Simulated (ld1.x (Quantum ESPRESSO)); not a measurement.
# chromium (Cr): excitation energies, all-electron against TM

```
Element                 : chromium
Generator               : ld1.x (Quantum ESPRESSO) 7.5
Type                    : norm-conserving Troullier–Martins (Kleinman–Bylander form)
Functional              : revPBE
Relativity              : scalar-relativistic
Frozen core             : [Ne]
Valence charge          : 14
Reference configuration : 3s2 3p6 3d3 4s0 4p0 (charge +3)
Partial waves           : 3s (bound): rc 1.15 bohr; 3p (bound): rc 0.95 bohr; 3d (bound): rc 1.30 bohr
Local potential         : the d channel
Core correction         : a·sin(br)/r model core inside 0.70 bohr
```

Energies are relative to the spin-unpolarised reference configuration 3s2 3p6 3d3 4s0 4p0; without spin polarisation the order of configurations can differ from experiment. The frozen-core shift is the all-electron ΔE with the core orbitals held at their reference shape minus the fully relaxed ΔE.

```tsv
valence configuration	charge	ΔE all-electron (eV)	error AE − PS (meV)	frozen-core shift (meV)
3s2 3p6 3d5 4s1 4p0	0	-53.372	+89	+3.9
3s2 3p6 3d5 4s0 4p0	+1	-46.585	-24	+5.2
3s2 3p6 3d4 4s0 4p0	+2	-30.647	-2.3	+3.1
3s2 3p6 3d2 4s0 4p0	+4	48.271	+25	-3.2
3s2 3p5 3d5 4s1 4p0	+1	-1.880	+300	+20
3s2 3p6 3d5 4s0 4p1	0	-50.288	-40	+4.5
```

(1) What are ΔE and the potential's error for 3s1 3p6 3d5 4s1 4p0?

## Answers

(1) ΔE = 26.904 eV all-electron; the error (AE − PS) is +287 meV.

A variational frozen-core shift is positive and of second order in the change. This column holds negative values, so the frozen-core run of ld1.x carries numerical noise or an error of first order here, and the column gives no more than the rough size of the effect.
